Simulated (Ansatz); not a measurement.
CH₈O₂Si₂ (`C[Si](O)(O)[SiH3]`) from Hartree–Fock to CCSD(T)

Z-matrix (Å, degrees):
```
C
Si 1 1.866
H 1 1.094 2 111.0
H 1 1.093 2 110.5 3 119.8
H 1 1.094 2 111.4 3 -120.5
O 2 1.643 1 112.3 3 -61.3
O 2 1.655 1 109.3 3 56.5
Si 2 2.347 1 111.8 3 -179.5
H 6 0.959 2 117.2 1 77.0
H 7 0.958 2 117.6 1 33.8
H 8 1.489 2 111.3 1 58.8
H 8 1.487 2 111.5 1 -179.6
H 8 1.492 2 109.5 1 -60.0
```

Charge 0, multiplicity 1. The geometry is a stationary point of PBE0-D4/def2-TZVP. It is one conformer, not always the lowest. Frozen core, restricted reference, the Gaussian-basis code of Ansatz. CBS rows extrapolate triple and quadruple zeta; past MP2 they add the triple-zeta difference.

```csv
basis,HF (Eh),MP2 corr.,CCSD corr.,(T),CCSD(T) total
def2-TZVPP,-770.33864,-0.90807,-0.95757,-0.03413,-771.33034
def2-QZVPP,-770.36639,-0.97815,–,–,–
CBS(def2),-770.37021,-1.03006,-1.07956,as TZ,-771.48390
```
